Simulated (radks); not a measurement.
All-electron atom: the copper ion Cu22+ in [He] 2s2 2p3. All-electron calculation, scalar-relativistic Kohn-Sham, PBE, spin-polarised, spherical densities, finite nucleus; open shells are filled with parallel spins first; Fermi nuclear charge, rms radius 3.8823 fm. Program: a radial shooting solver on a logarithmic mesh with Libxc functionals.

Normalised radial functions P(r) = r R(r), r in bohr:

r,2s down
0.001905,0.1947
0.002097,0.2126
0.002309,0.2320
0.002541,0.2531
0.002797,0.2759
0.003079,0.3005
0.003389,0.3270
0.003761,0.3579
0.00414,0.3886
0.004557,0.4215
0.005016,0.4565
0.005521,0.4938
0.006078,0.5332
0.00669,0.5747
0.007364,0.6182
0.008106,0.6635
0.008923,0.7103
0.009822,0.7584
0.01081,0.8072
0.0119,0.8562
0.0131,0.9046
0.01442,0.9515
0.01587,0.9958
0.01761,1.0395
0.01939,1.0742
0.02134,1.1017
0.02349,1.1200
0.02586,1.1270
0.02846,1.1204
0.03133,1.0976
0.03449,1.0561
0.03796,0.9933
0.04179,0.9069
0.046,0.7948
0.05063,0.6554
0.05574,0.4878
0.06135,0.2921
0.06753,0.0697
0.07434,-0.1766
0.08249,-0.4653
0.0908,-0.7452
0.09995,-1.0295
0.11,-1.3084
0.1211,-1.5709
0.1333,-1.8052
0.1467,-1.9994
0.1615,-2.1421
0.1778,-2.2244
0.1957,-2.2401
0.2154,-2.1878
0.2371,-2.0705
0.261,-1.8963
0.2873,-1.6779
0.3163,-1.4313
0.3482,-1.1739
0.3863,-0.9026
0.4252,-0.6749
0.4681,-0.4796
0.5152,-0.3225
0.5672,-0.2041
0.6243,-0.1208
0.6872,-0.0665
0.7564,-0.0338

2s down: eigenvalue -2081.3 eV, 1 radial node at r = 0.0695 bohr, <r> = 0.224 bohr, 90 % of the charge inside 0.343 bohr.
